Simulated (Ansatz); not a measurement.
`O[SiH](Cl)Br` + NH₃ → `N[SiH](Cl)Br` + H₂O at 700 K and 1 bar (ligand exchange at the Si–O bond).

Isolated molecules relaxed with PBE0-D4/def2-TZVP in Ansatz; ΔE leaves out vibrations. CCSD(T)/CBS is the MP2 limit (def2-TZVPP, def2-QZVPP) plus CCSD(T) − MP2 in def2-TZVPP, frozen cores. This one scheme is used for every species. For Br outer-core shells are correlated without core-valence functions, which leaves a few kJ/mol of doubt a bond. Scalar relativity is left out up to krypton. One conformer a species, not always the lowest.

```csv
species,CCSD(T)/CBS energy (Eh),H − E (kJ/mol),S (J/(mol·K))
`O[SiH](Cl)Br`,-3398.70645,126.1,415.8
NH₃,-56.50880,116.9,226.5
`N[SiH](Cl)Br`,-3378.82013,162.3,431.9
H₂O,-76.37941,80.5,218.4
```

H − E and S are ideal-gas, rigid-rotor, harmonic terms from PBE0-D4/def2-TZVP, for one conformer and one mirror image of each species. 1 Eh = 2625.50 kJ/mol, R = 8.31446 J/(mol·K).

**Question.** By hand: ΔE, ΔH, ΔS and ΔG.

**Answer.** ΔE = (-3378.82013) + (-76.37941) − (-3398.70645) − (-56.50880) = 0.01571 Eh = 41.2 kJ/mol. Δ(H − E) = 162.3 + 80.5 − 126.1 − 116.9 = -0.2, so ΔH = 41.0 kJ/mol. ΔS = 431.9 + 218.4 − 415.8 − 226.5 = 8.0 J/(mol·K). ΔG = 41.0 − 700 × (8.0)/1000 = 35.4 kJ/mol.

**Question.** By hand: the equilibrium constant, and the temperature at which ΔG would vanish if ΔH and ΔS stayed fixed.

**Answer.** log₁₀ K = −ΔG/(RT ln 10) = -2.6. ΔG = 0 at ΔH/ΔS = 5125 K, far beyond where these terms or the molecules hold.

The number of gas molecules stays the same, so ΔS is small and ΔH decides. A doubt of 5 kJ/mol in ΔE shifts log₁₀ K by 0.4 here. Other conformers and mirror images would add mixing entropy, several J/(mol·K) or more a flexible species. These are equilibria of isolated gas molecules and say nothing of rates. Largest T1 diagnostic: 0.009 (customary marks: 0.02 for closed shells, 0.045 for open ones).
